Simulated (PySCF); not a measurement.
Rh³⁺ (rhodium, charge +3): M06-2X calculation

Configuration: [Kr] 4d6, high-spin 5D determinant. All numbers are calculated (PySCF 2.14, scalar relativity through the core potential, in def2-SVP with the def2 core potential (28 electrons)).

| Quantity | Value |
| --- | --- |
| Total energy | -108.2485 hartree |
| One-electron energy | -172.0854 hartree |
| Hartree (Coulomb) energy | 73.9966 hartree |
| Exchange-correlation energy | -10.1597 hartree |
| ⟨S²⟩ | 6.0009 |
| ⟨L²⟩ | 6.006 |
| Sum of ⟨r⟩ | 16.91 bohr |
| Sum of ⟨r²⟩ | 23.50 bohr² |
| Traceless quadrupole moment −½Σ⟨3z² − r²⟩ along its main axis | 0.596 e·bohr² |
| Time after the integrals | 0.92 s of wall time on 1 thread of Neoverse-N1 (shared host) |

| shell | electrons | mean orbital energy (eV) | spread (eV) | rms radius, mean of both spins (bohr) |
| --- | --- | --- | --- | --- |
| 4s α | 1 | -132.17 | 0 | 1.04 |
| 4s β | 1 | -127.87 | 0 | 1.04 |
| 4p α | 3 | -97.144 | 1.503 | 1.15 |
| 4p β | 3 | -91.807 | 0.178 | 1.15 |
| 4d α | 5 | -45.881 | 1.592 | 1.49 |
| 4d β | 1 | -42.832 | 0 | 1.49 |

Energies and moments cover only the electrons outside the core potential.
